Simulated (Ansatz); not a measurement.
Abridged output of a molecular run in Ansatz:

```
Functional definition: HF
887 factors; integrals over basis functions are off by at most 1.4e-3 eV
mean field evaluation 1: about -11219.4922 eV, gradient 4.4e1 eV
mean field evaluation 2: about -11219.4992 eV, gradient 4.4e1 eV
mean field evaluation 4: about -11223.5965 eV, gradient 3.2e0 eV
mean field evaluation 8: about -11223.6304 eV, gradient 1.8e-4 eV
mean field -11223.63037092 eV, -412.4608084816 hartree, gradient 2.1e-6 eV, S^2 0.000000; 0 other end points of the search recorded, 0 dependent functions left out
8 core orbitals not correlated: weight in the atoms' cores, before any rotation towards them, 1.000 or more for the frozen orbitals, at most 0.000 for the correlated occupied ones
reference -11223.63037092 eV, -412.4608084816 hartree; 12, 12 occupied and 70, 70 virtual orbitals, 887 factors
second order -15.31606847 eV of doubles, -0.00000000 eV of singles
cycle   1  -15.89818720 eV  change   -5.8e-1 eV  update   9.0e-2
cycle   2  -16.29795418 eV  change   -4.0e-1 eV  update   2.7e-2
cycle   3  -16.40626586 eV  change   -1.1e-1 eV  update   1.5e-2
cycle   4  -16.40245435 eV  change    3.8e-3 eV  update   3.9e-3
cycle   5  -16.40082052 eV  change    1.6e-3 eV  update   1.6e-3
cycle   6  -16.40096513 eV  change   -1.4e-4 eV  update   4.9e-4
cycle   7  -16.40068951 eV  change    2.8e-4 eV  update   1.5e-4
cycle   8  -16.40065038 eV  change    3.9e-5 eV  update   3.9e-5
cycle   9  -16.40065266 eV  change   -2.3e-6 eV  update   1.2e-5
perturbative correction -0.38187536 eV, -0.0140336607 hartree
Total energy: -11240.41289895 eV, -413.0775550108 hartree
```

Its atoms:

Z-matrix (Å, degrees):
```
C
O 1 1.395
H 1 1.096 2 110.3
H 1 1.098 2 112.7 3 120.6
H 1 1.096 2 110.3 3 -118.9
Al 2 1.687 1 134.7 3 -120.0
N 6 1.761 2 117.3 1 179.8
H 6 1.579 2 121.5 1 -0.3
H 7 1.007 6 125.2 2 -0.0
H 7 1.006 6 124.2 2 179.9
```

Which basis set was used?
A. def2-SVPD
B. cc-pV(T+d)Z
C. def2-SVP
D. cc-pV(Q+d)Z

C. It gives 90 functions.

Write the keys of the input that set method, charge and spin (a neutral closed shell needs none for the last two).


```yaml
correlation: {method: ccsd_t}
```
